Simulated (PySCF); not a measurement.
CH3Cl2OSb, SMILES C[O][Sb]([Cl])[Cl].

Coordinates come from a B3LYP-D3(BJ)/def2-SVP optimisation. The def2 effective core potentials stand for the cores of Sb; spin–orbit coupling is left out. The values are those of a single conformer.

Two levels are set side by side: PBE/def2-TZVP (PySCF) and B3LYP/def2-TZVP (PySCF). Same geometry, gas phase. Differences are taken from unrounded values.

```csv
quantity,B3LYP
orbital gap (eV),6.17
highest occupied level (eV),-8.24
lowest empty level (eV),-2.07
dipole moment (D),1.88
mean polarisability (bohr³),79.1
```

Question: What does PBE give, and how far is it from B3LYP? (Estimate from the structure and the level; the computed values follow.)

Answer: 
```
quantity                       PBE  PBE minus B3LYP
---------------------------  -----  ---------------
orbital gap (eV)              4.35            -1.82
highest occupied level (eV)  -6.95             1.29
lowest empty level (eV)      -2.60            -0.53
dipole moment (D)             1.78            -0.11
mean polarisability (bohr³)   81.5              2.3
```

Without exact exchange PBE keeps part of each electron's self-repulsion, which lifts occupied levels and narrows the gap. Differences between two approximate levels are no errors against the true value.

Rough cost on one machine, each run with all the roots and properties that it gave: B3LYP against PBE within a factor of 2.
